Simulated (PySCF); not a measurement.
# Computed data sheet: `BC1=CBC=CC=C1`

Compound: C₆H₈B₂.
Structure used (PBE0-D3(BJ)/def2-SVP), in Å, numbered top down from 1:
```xyz
16
C6H8B2 angstrom
B      2.7028    0.3903    0.0673
C      1.1549    0.1988    0.0339
C      0.3632    1.3328    0.1714
B     -1.1645    1.4928    0.1760
C     -2.1412    0.3342    0.0252
C     -1.8574   -1.0030   -0.1348
C     -0.5966   -1.6541   -0.2052
C      0.6778   -1.1431   -0.1355
H      3.4458   -0.5581   -0.0475
H      3.1700    1.4957    0.2083
H      0.9480    2.2542    0.2919
H     -1.6132    2.6122    0.3079
H     -3.2141    0.5638    0.0436
H     -2.7102   -1.6882   -0.2248
H     -0.6525   -2.7397   -0.3382
H      1.4722   -1.8919   -0.2233
```

Structural features include: C=C double bond and three-coordinate boron.

**PBE0-D3(BJ)/def2-SVP geometry optimisation, gas phase (PySCF)**

| Item | Value |
| --- | --- |
| Point group | Cs |
| Rotational constants A, B, C | 3.668, 1.891, 1.248 GHz |

From B3LYP/def2-SVPD ground state, ΔSCF and vertical TDDFT (core frozen in the response) (PySCF):

| Property | Result |
| --- | --- |
| Dipole moment | 2.04 D |
| HOMO energy | -7.12 eV |
| LUMO energy | -2.96 eV |
| HOMO–LUMO gap | 4.16 eV |
| Lowest singlet excitation | 3.71 eV (335 nm, f = 0.051) |
| Strongest line among the 10 lowest singlet transitions | S8 at 5.30 eV (234 nm, f = 0.604) |
| Lowest triplet excitation (Tamm–Dancoff) | 2.57 eV |
| Static isotropic polarisability | 105.8 au |
| Vertical ionisation energy | 9.05 eV |
| Vertical electron affinity | 1.19 eV |
| Electronic spatial extent ⟨r²⟩ about the centre of nuclear charge | 947 bohr² |

From PBE0/pcSseg-1 ground state and GIAO shieldings, non-relativistic (PySCF):

| Property | Result |
| --- | --- |
| Lowest Hirshfeld atomic charge | -0.09 e on C5 |
| Highest Hirshfeld atomic charge | +0.15 e on B1 |
| 13C chemical shifts (computed TMS as zero) by class | 189.7 (C3), 166.9 (C2), 164.1 (C5), 158.4 (C6), 156.0 (C8), 142.1 (C7) ppm |
| 1H chemical shifts (computed TMS as zero) by class | 9.61 (H11), 8.64 (H13), 8.35 (H16), 8.28 (H14), 7.70 (H15), 7.61 (H9/H10), 6.69 (H12) ppm |
| Isotropic shieldings of nuclei other than C and H, by class | 16 (B1), 54 (B4) ppm |
| Mayer bond orders between heavy atoms | B1–C2 0.99, C2–C3 1.57, C3–B4 1.07, B4–C5 1.11, C5–C6 1.61, C6–C7 1.31, C7–C8 1.61, C8–C2 1.25 |

B3LYP/pcJ-1 indirect spin-spin coupling, non-relativistic, gas phase; spin–dipole term left out for some pairs (PySCF):

| Property | Result |
| --- | --- |
| Largest of the computed one-bond spin–spin couplings (means over like bonds) | 13C–1H +162.0 (C8–H16), 13C–1H +160.4 (C7–H15), 13C–1H +156.2 (C6–H14), 13C–1H +147.0 (C3–H11), 13C–1H +146.5 (C5–H13), 11B–1H +137.0 (B1–H9 and 1 like it), 11B–1H +130.1 (B4–H12), 13C–11B +65.4 (C5–B4) Hz |

Monoisotopic mass (most abundant isotopes): 102.0812 u.

The rotational constants make it an asymmetric top with κ = (2B − A − C)/(A − C) = -0.47, nearer the prolate limit (−1). −ε(LUMO) is 2.96 eV against a ΔSCF electron affinity of 1.19 eV. The dipole matches unit charges of opposite sign 0.43 Å apart (1 e·Å = 4.8032 D). The 10 singlets span 3.71 to 5.85 eV, and their oscillator strengths add up to 0.71. The ΔSCF ionisation energy exceeds −ε(HOMO) by 1.93 eV with B3LYP. The largest Löwdin shares of the HOMO are 0.18 on C5, 0.17 on C8, 0.16 on C7 and 0.16 on C3.

For the geometry optimisation (PBE0-D3(BJ)/def2-SVP), time: 3.5 min; peak memory 0.61 GiB. Hardware: an Arm Neoverse N1 with one thread (shared host).
